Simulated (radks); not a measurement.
The strontium ion Sr3+, configuration [Ar] 3d10 4s2 4p4 4f1 (not the ground configuration). Method: Dirac Kohn-Sham, BLYP, spin-unpolarised, spherical densities, finite nucleus; open shells fill j = l - 1/2 first; Fermi nuclear charge, rms radius 4.224 fm; computed with a radial shooting solver on a logarithmic mesh with Libxc functionals. Some entries of the table are withheld. Estimate them.

orbital,occ.,eigenvalue (Ry),<1/r> (bohr^-1),r(max) (bohr)
1s1/2,2,-1174.136,39.00,0.02553
2s1/2,2,-161.5011,8.780,0.1452
2p1/2,2,-147.2725,8.753,(1)
2p3/2,4,-142.2397,8.413,(2)
3s1/2,2,-27.39519,2.936,0.4358
3p1/2,2,(3),2.828,0.4245
3p3/2,4,(4),2.746,0.4335
3d3/2,4,-12.37315,2.526,0.3743
3d5/2,6,-12.23779,2.505,0.3770
4s1/2,2,-5.57692,1.039,1.166
4p1/2,2,-4.21904,0.9299,1.262
4p3/2,2,-4.11673,0.9101,1.286
4d3/2,0,-2.17037,0.6693,1.633
4d5/2,0,-2.15955,0.6657,1.642
5s1/2,0,-1.85366,0.4377,2.812
5p1/2,0,-1.49140,0.3851,3.197
5p3/2,0,-1.47038,0.3795,3.244
4f5/2,1,-0.88917,0.3112,(5)
4f7/2,0,-0.88908,0.3111,(6)
5f5/2,0,-0.51886,0.1875,7.483
5f7/2,0,-0.51880,0.1875,7.484

Answer. 
(1) 2p1/2 r(max) (bohr): 0.1136
(2) 2p3/2 r(max) (bohr): 0.1171
(3) 3p1/2 eigenvalue (Ry): -22.22668
(4) 3p3/2 eigenvalue (Ry): -21.45322
(5) 4f5/2 r(max) (bohr): 3.286
(6) 4f7/2 r(max) (bohr): 3.287
